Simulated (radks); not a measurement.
Results of a calculation; reference values are marked as such.
The arsenic anion As3-, [Kr], held by a Watson sphere: a shell of charge +3 at radius R that stands for the Madelung well of a crystal (potential energy -3/R inside, -3/r outside, in hartree with lengths in bohr). Level of theory: scalar-relativistic Kohn-Sham, LDA (Slater exchange, Perdew-Wang correlation), spin-polarised, spherical densities, point nucleus (a radial shooting solver on a logarithmic mesh with Libxc functionals). Response by self-consistent Sternheimer equations with the Hartree and adiabatic LDA kernel, the relativistic mass of each level held fixed and spin-orbit coupling left out. The sphere does not respond.

R (bohr)  e(3d) (eV)  e(4s) (eV)  e(4p) (eV)  <r> 4p (bohr)  sum of <r^2> (bohr^2)  X-ray form factor at sin(theta)/lambda = 0.1 1/angstrom  alpha (bohr^3)
2.82         -38.404     -14.893      -6.546          2.674                  69.54                                                   31.948           53.75
2.98         -38.206     -14.454      -6.240          2.739                  72.31                                                   31.845           60.28
3.03         -38.151     -14.324      -6.146          2.759                  73.18                                                   31.813           62.48
3.88         -37.484     -12.619      -4.742          3.094                  88.68                                                   31.342           114.1
4.67         -37.086     -11.668      -3.771          3.391                  104.4                                                   31.012           194.4
4.76         -37.048     -11.587      -3.679          3.424                  106.3                                                   30.980           206.1
5.1          -36.920     -11.319      -3.359          3.547                  113.7                                                   30.873           256.0
